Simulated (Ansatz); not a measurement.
Reaction (substitution at a C–C bond): `CC#CNC` + `BC(=C)S` → `BC(=C)SC` + `C#CNC`

Isolated molecules relaxed with PBE0-D4/def2-TZVP in Ansatz; ΔE leaves out vibrations. CCSD(T)/CBS is the MP2 limit (def2-TZVPP, def2-QZVPP) plus CCSD(T) − MP2 in def2-TZVPP, frozen cores. DFT in def2-TZVPP. B3LYP here is the variant with VWN-RPA as its local correlation; programs differ in this. Each species was taken in one conformer, which may not be the lowest.

| level | ΔE (kJ/mol) |
| --- | --- |
| B3LYP-D4 | 24.4 |
| B2PLYP | 25.8 |
| B3LYP | 29.0 |
| HF/def2-TZVPP | 32.2 |

Task: What does CCSD(T)/CBS give? (Best estimate.)

Result: The calculation gave: +21.4 kJ/mol. The listed levels differ from it by 3.0, 4.4, 7.6, 10.8 kJ/mol.

Largest T1 diagnostic among the species: 0.012.

In def2-TZVPP, CCSD(T) changes the Hartree–Fock value by −8.3 kJ/mol (the triples alone add −2.5 kJ/mol) and MP2 by −9.3 kJ/mol. The D4 term adds −4.6 kJ/mol with B3LYP and −2.4 kJ/mol with PBE0; it sums over pairs of atoms, weighted by their polarisabilities, and B3LYP, whose exchange is more repulsive, gets the larger term.
